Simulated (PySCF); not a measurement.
Compound: cis-Ge(PH3)2F4.
Structure used (PBE0-D3(BJ)/def2-SVP), in Å, numbered top down from 1:
```xyz
13
F4GeH6P2 angstrom
Ge    -0.698    0.189   -0.978
P     -1.178    0.152    1.676
H     -0.265   -0.178    2.715
H     -2.216   -0.745    2.034
H     -1.708    1.339    2.241
F     -0.336    0.151   -2.671
P      1.910   -0.335   -0.722
H      2.393   -1.499   -1.371
H      2.541   -0.523    0.536
H      2.807    0.619   -1.262
F     -2.397    0.539   -0.964
F     -0.076    1.772   -0.561
F     -0.745   -1.533   -0.651
```

Method: PySCF, TDDFT CAM-B3LYP/def2-SVPD, vertical, gas phase, core orbitals frozen in the response. The geometry optimisation had not met its thresholds, so the values belong to a structure short of the stationary point. The CAM-B3LYP/def2-SVPD calculation is non-relativistic and has no spin–orbit coupling, an omission that weighs most on germanium.

Each state is given a Gaussian of 0.4 eV full width at half maximum, with ε(max) = 2.175×10⁸ f / Δν̃ (Δν̃ the width in cm⁻¹). The width is an assumption, not a result. The curve ends short of the highest state used, and states not computed would add to its high-energy end.

```tsv
E (eV)	ε (L mol⁻¹ cm⁻¹)
5.83	58
5.89	190
5.95	550
6.01	1404
6.07	3167
6.13	6304
6.19	11078
6.24	16110
6.30	22521
6.36	27791
6.42	30272
6.48	29112
6.54	24732
6.60	18609
6.66	12539
6.72	7912
6.78	5406
6.84	5096
6.89	6304
6.95	9038
7.01	12438
7.07	15573
7.13	17605
7.19	18099
7.25	17173
7.31	15351
7.37	13272
7.43	11442
7.49	10171
7.54	9627
7.60	9542
7.66	9828
7.72	10067
7.78	9837
7.84	8912
7.90	7367
7.96	5515
8.02	3729
8.08	2281
8.14	1270
8.19	735
8.25	377
8.31	237
8.37	251
```

(1) Locate the maxima and give the states behind the curve.

(2) On this curve, what absorbance would a 10⁻⁵ mol/L sample give at 193 nm over a 1 cm path?

Answers

(1) 193 nm (6.43 eV), ε about 30000, made up of S1 (100%); 173 nm (7.18 eV), ε about 18000, made up of S2 (84%); 160 nm (7.73 eV), ε about 10000, made up of S6 (47%) and S7 (34%) (ε in L mol⁻¹ cm⁻¹; maxima over ε = 5, shares over 10%). At its high-energy end, 8.37 eV, the curve is still rising (ε about 250, from S8, S10 and S12). The states used: S1 6.43 eV (f 0.450); S2 7.14 eV (f 0.232); S3 7.36 eV (f 0.044); S4 7.42 eV (f 0.051); S5 7.61 eV (f 0.016); S6 7.75 eV (f 0.070); S7 7.82 eV (f 0.058); S8 7.98 eV (f 0.0060); S9 8.42 eV (f 0.0000); S10 8.51 eV (f 0.0010); S11 8.63 eV (f 0.0000); S12 8.74 eV (f 0.019); S13 8.87 eV (f 0.014); S14 8.90 eV (f 0.017); S15 8.97 eV (f 0.046).

(2) 193 nm is 6.424 eV, where ε is about 30000 L mol⁻¹ cm⁻¹, so A = ε c l ≈ 0.3 (Beer–Lambert, with the gas-phase spectrum and the assumed width).
